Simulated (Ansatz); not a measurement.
Basis-set series for ClFHSeSn, SMILES `[F][Sn]([Cl])[SeH]` radical. The species carries charge 0 and has multiplicity 2. Sn: def2 effective core potential. Geometry: relaxed with PBE0-D4/def2-TZVP. It is one conformer, not always the lowest.

```tsv
functional	basis	functions	energy (Eh)	HOMO (eV)	LUMO (eV)
PBE0-D4	def2-TZVPP	185	-3176.13633	-7.26	-4.69
PBE0-D4	def2-QZVPP	328	-3176.20886	-7.28	-4.71
ωB97M-V	def2-TZVPP	185	-3176.42482	-9.21	-2.97
ωB97M-V	def2-QZVPP	328	-3176.49488	-9.23	-3.01
```

**Question.** Give the rows for def2-SVP. (Estimate.)

**Answer.** Ansatz gave: 
```json
{"functional": "PBE0-D4", "basis": "def2-SVP", "functions": "95", "energy (Eh)": "-3175.54095", "HOMO (eV)": "-7.13", "LUMO (eV)": "-4.58"}
{"functional": "ωB97M-V", "basis": "def2-SVP", "functions": "95", "energy (Eh)": "-3175.82906", "HOMO (eV)": "-9.04", "LUMO (eV)": "-2.79"}
```

HOMO and LUMO are taken over both spins. Scalar relativity is left out up to krypton.
